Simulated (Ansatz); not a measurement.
`B[C](=C)[AlH][F]` + H–F → `[F][AlH][F]` + `BC=C` at 500 K and 1 bar (ligand exchange at the Al–C bond).

Program: Ansatz. Geometries: PBE0-D4/def2-TZVP. ΔE: electronic, gas phase. CCSD(T)/CBS adds triple-zeta CCSD(T) − MP2 to the extrapolated MP2 energy (def2 sets, frozen cores). This one scheme is used for every species. Each species was taken in one conformer, which may not be the lowest.

| species | CCSD(T)/CBS energy (Eh) | H − E (kJ/mol) | S (J/(mol·K)) |
| --- | --- | --- | --- |
| `B[C](=C)[AlH][F]` | -445.74843 | 210.0 | 424.6 |
| H–F | -100.39570 | 39.4 | 188.7 |
| `[F][AlH][F]` | -442.35155 | 55.5 | 295.8 |
| `BC=C` | -103.86193 | 194.0 | 304.9 |

H − E and S are ideal-gas, rigid-rotor, harmonic terms from PBE0-D4/def2-TZVP, for one conformer and one mirror image of each species. 1 Eh = 2625.50 kJ/mol, R = 8.31446 J/(mol·K).

Problem. By hand: ΔE, ΔH, ΔS and ΔG.

Solution. ΔE = (-442.35155) + (-103.86193) − (-445.74843) − (-100.39570) = -0.06935 Eh = -182.1 kJ/mol. Δ(H − E) = 55.5 + 194.0 − 210.0 − 39.4 = 0.1, so ΔH = -182.0 kJ/mol. ΔS = 295.8 + 304.9 − 424.6 − 188.7 = -12.6 J/(mol·K). ΔG = -182.0 − 500 × (-12.6)/1000 = -175.7 kJ/mol.

Problem. By hand: the equilibrium constant, and the temperature at which ΔG would vanish if ΔH and ΔS stayed fixed.

Solution. log₁₀ K = −ΔG/(RT ln 10) = 18.4. ΔG = 0 at ΔH/ΔS = 14444 K, far beyond where these terms or the molecules hold.

The number of gas molecules stays the same, so ΔS is small and ΔH decides. A doubt of 5 kJ/mol in ΔE shifts log₁₀ K by 0.5 here. Other conformers and mirror images would add mixing entropy, several J/(mol·K) or more a flexible species. Modes under 60 cm⁻¹, often nearly free rotors, make the harmonic entropy too high. These are equilibria of isolated gas molecules and say nothing of rates. Largest T1 diagnostic: 0.013 (customary marks: 0.02 for closed shells, 0.045 for open ones).
